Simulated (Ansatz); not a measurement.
GaCl₃. Charge 0, multiplicity 1. Geometry PBE0-D4/def2-SVP, basis def2-TZVP, Ansatz.

```tsv
atom	x (Å)	y (Å)	z (Å)
Ga1	0.000	0.000	0.000
Cl2	-1.139	-1.055	1.445
Cl3	-0.564	-0.059	-2.044
Cl4	1.703	1.114	0.598
```

| run | HOMO (eV) | LUMO (eV) |
| --- | --- | --- |
| A | -8.01 | -2.98 |
| B | -11.73 | -0.06 |
| C | -10.73 | -1.10 |
| D | -9.46 | -2.04 |
| E | -8.40 | -2.72 |
| F | -8.17 | -3.31 |

The structure comes from a short search, and lower isomers may exist.

Task: The runs used BHLYP, LDA (SPW92), PBE, PBE0, r2SCAN, ωB97M-V. Estimate which is which.

Result: A PBE (0 % exact exchange); B ωB97M-V (range-separated); C BHLYP (50 % exact exchange); D PBE0 (25 % exact exchange); E r2SCAN (0 % exact exchange); F LDA (SPW92) (0 % exact exchange). Exact exchange lowers occupied and raises empty levels; among semilocal functionals meta-GGAs tend to open the gap a little, and such runs are hard to tell apart. The gap grows from 4.87 eV (LDA (SPW92)) to 11.67 eV (ωB97M-V).
